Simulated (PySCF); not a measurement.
C4H9O2Si, SMILES CO[Si](C=C)OC, doublet (GFN2-xTB optimised geometry):

```
16

C     -2.481     1.056     0.648
C     -1.357     0.729     0.000
Si    -0.572    -0.959     0.000
O      1.068    -0.959     0.000
C      1.945    -0.190    -0.761
O     -1.019    -2.011     1.142
C     -0.444    -2.244     2.406
H     -2.937     0.384     1.355
H     -2.962     2.011     0.515
H     -0.971     1.438    -0.725
H      1.780    -0.351    -1.829
H      2.962    -0.494    -0.507
H      1.823     0.874    -0.544
H     -0.753    -3.238     2.730
H      0.644    -2.198     2.356
H     -0.803    -1.500     3.121
```

Method: unrestricted CAM-B3LYP/def2-TZVP (PySCF).

Question: What are the frontier orbital energies (α orbitals alone; a β orbital can be the lowest empty one) and the dipole moment?

Answer: HOMO-2 -9.86 eV, HOMO-1 -9.51 eV, HOMO -6.18 eV, LUMO 0.66 eV, LUMO+1 2.01 eV; dipole moment 1.75 D.

Meta-Löwdin charges at CAM-B3LYP/def2-TZVP: C1 -0.22, C2 -0.39, Si3 1.02, O4 -0.61, C5 -0.10, O6 -0.61, C7 -0.11, H8 0.12, H9 0.12, H10 0.12, H11 0.10, H12 0.12, H13 0.10, H14 0.12, H15 0.11, H16 0.11.
